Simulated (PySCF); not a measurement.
1-fluorobuta-1,2-diene (C4H5F), SMILES CC=C=CF. Atoms are numbered in the order given.

```xyz
10

C     -2.1883    -0.8056    -0.2345
C     -1.2732     0.3442     0.0523
C      0.0197     0.2595     0.2531
C      1.3017     0.1648     0.4977
F      2.2413     0.2390    -0.4521
H     -1.6462    -1.7603    -0.2534
H     -2.6882    -0.6658    -1.2068
H     -2.9835    -0.8655     0.5265
H     -1.7349     1.3420     0.0920
H      1.7220     0.0207     1.4986
```

Geometry: PBE0-D3(BJ)/def2-SVP.

Two levels are set side by side: PBE/pcSseg-1 (PySCF) and B3LYP/pcSseg-1 (PySCF). GIAO shifts against CFCl3 (¹⁹F), TMS (¹H), TMS (¹³C) at the same level; non-relativistic, no solvent, atoms listed together averaged. Differences are taken from unrounded values.

```tsv
quantity	B3LYP
δ(¹³C) of C1 (ppm)	22.8
δ(¹³C) of C2 (ppm)	114.5
δ(¹³C) of C3 (ppm)	212.9
δ(¹³C) of C4 (ppm)	137.4
δ(¹⁹F) of F5 (ppm)	-179.4
δ(¹H) of H9 (ppm)	6.38
δ(¹H) of H10 (ppm)	7.48
```

Q: What does PBE give, and how far is it from B3LYP? (An estimate is asked for; the answer gives what the named calculation found.)

A: 
| quantity | PBE | PBE minus B3LYP |
|---|---|---|
| δ(¹³C) of C1 (ppm) | 23.3 | 0.5 |
| δ(¹³C) of C2 (ppm) | 113.6 | -1.0 |
| δ(¹³C) of C3 (ppm) | 208.9 | -3.9 |
| δ(¹³C) of C4 (ppm) | 136.9 | -0.4 |
| δ(¹⁹F) of F5 (ppm) | -188.4 | -8.9 |
| δ(¹H) of H9 (ppm) | 6.48 | 0.10 |
| δ(¹H) of H10 (ppm) | 7.56 | 0.08 |

Rough cost on one machine, each run with all the roots and properties that it gave: B3LYP against PBE within a factor of 2.
